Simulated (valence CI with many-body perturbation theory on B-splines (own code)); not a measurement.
**Tl I: calculation against measured levels**

Method: valence CI with perturbative core correlation (CI+MBPT): three valence electrons over a frozen Dirac-Fock core [Xe] 4f14 5d10, radial functions for each j: 11 s, 11 p, 9 d, 7 f, 5 g, 2 h, 1 i, with the one-electron correlation potential Σ1 (screened to all orders), the two-electron term Σ2, the three-electron term Σ3, Breit, model QED; selected single and double excitations, second order for the rest (own B-spline code, finite nucleus).

Against 11 measured levels this calculation errs by 132 cm⁻¹ on average and by 211 at most. These come from a selection out of the NIST Handbook of Basic Atomic Spectroscopic Data. Levels without a partner in it may be off by more.

Measured levels: NIST Handbook of Basic Atomic Spectroscopic Data (Sansonetti and Martin, J. Phys. Chem. Ref. Data 34, 1559 (2005)). Pairs share parity and J, and are chosen by configuration, term and nearness in energy; levels without a clear partner are left out. Energies in cm⁻¹ above the measured ground level. The last column is blank where CI alone has no clear partner.

```csv
Computed label,Label in the source,Measured,Computed,Difference,"CI alone, difference"
6s²6p ²P°_1/2,5d10 6s2 6p 2P°,0,0.0,0,0
6s²6p ²P°_3/2,5d10 6s2 6p 2P°,7792.7,7968.9,+176,-1366
6s²7s ²S_1/2,5d10 6s2 7s 2S,26477.5,26563.4,+86,-3008
6s²7p ²P°_1/2,5d10 6s2 7p 2P°,34159.9,34075.2,-85,-3292
6s²7p ²P°_3/2,5d10 6s2 7p 2P°,35161.1,35074.0,-87,-3382
6s²6d ²D_3/2,5d10 6s2 6d 2D,36117.9,36043.3,-75,-3836
6s²6d ²D_5/2,5d10 6s2 6d 2D,36199.9,36117.3,-83,-3855
6s²8s ²S_1/2,5d10 6s2 8s 2S,38745.9,38568.5,-177,-3514
6s²8p ²P°_1/2,5d10 6s2 8p 2P°,41368.1,41164.4,-204,-3577
6s²8p ²P°_3/2,5d10 6s2 8p 2P°,41740.8,41529.5,-211,-3605
6s²7d ²D_3/2,5d10 6s2 7d 2D,42011.4,41877.7,-134,-3793
6s²7d ²D_5/2,5d10 6s2 7d 2D,42049,41912.0,-137,-3803
```

Over 11 excited levels the mean absolute difference is 132 cm⁻¹, the median 134 and the largest 211. For the 11 levels that pair on every rung the mean is CI alone 3367, + Σ1 1691, + Σ2 86, + Σ3 87, + Breit 161, + QED 132. The comparison draws on a selection of the measured levels: 12 of the 17 computed ones have a partner in it, and others may be off by more.

Rates against NIST Handbook of Basic Atomic Spectroscopic Data (Sansonetti and Martin, J. Phys. Chem. Ref. Data 34, 1559 (2005)):

```json
{"λ vac, measured (nm)": "238.03", "Upper": "6s²7d ²D_3/2", "Lower": "6s²6p ²P°_1/2", "A computed (s⁻¹)": "4.59e+07", "A tabulated (s⁻¹)": "4.40e+07"}
{"λ vac, measured (nm)": "258.09", "Upper": "6s²8s ²S_1/2", "Lower": "6s²6p ²P°_1/2", "A computed (s⁻¹)": "1.76e+07", "A tabulated (s⁻¹)": "1.80e+07"}
{"λ vac, measured (nm)": "276.87", "Upper": "6s²6d ²D_3/2", "Lower": "6s²6p ²P°_1/2", "A computed (s⁻¹)": "1.29e+08", "A tabulated (s⁻¹)": "1.26e+08"}
{"λ vac, measured (nm)": "291.92", "Upper": "6s²7d ²D_5/2", "Lower": "6s²6p ²P°_3/2", "A computed (s⁻¹)": "4.11e+07", "A tabulated (s⁻¹)": "4.20e+07"}
{"λ vac, measured (nm)": "323.07", "Upper": "6s²8s ²S_1/2", "Lower": "6s²6p ²P°_3/2", "A computed (s⁻¹)": "1.76e+07", "A tabulated (s⁻¹)": "1.73e+07"}
{"λ vac, measured (nm)": "352.02", "Upper": "6s²6d ²D_5/2", "Lower": "6s²6p ²P°_3/2", "A computed (s⁻¹)": "1.30e+08", "A tabulated (s⁻¹)": "1.24e+08"}
{"λ vac, measured (nm)": "353.04", "Upper": "6s²6d ²D_3/2", "Lower": "6s²6p ²P°_3/2", "A computed (s⁻¹)": "2.27e+07", "A tabulated (s⁻¹)": "2.20e+07"}
{"λ vac, measured (nm)": "377.68", "Upper": "6s²7s ²S_1/2", "Lower": "6s²6p ²P°_1/2", "A computed (s⁻¹)": "6.03e+07", "A tabulated (s⁻¹)": "6.25e+07"}
{"λ vac, measured (nm)": "535.19", "Upper": "6s²7s ²S_1/2", "Lower": "6s²6p ²P°_3/2", "A computed (s⁻¹)": "7.44e+07", "A tabulated (s⁻¹)": "7.95e+07"}
```

The tabulated rate at 535.2 nm may be a misprint in the source.
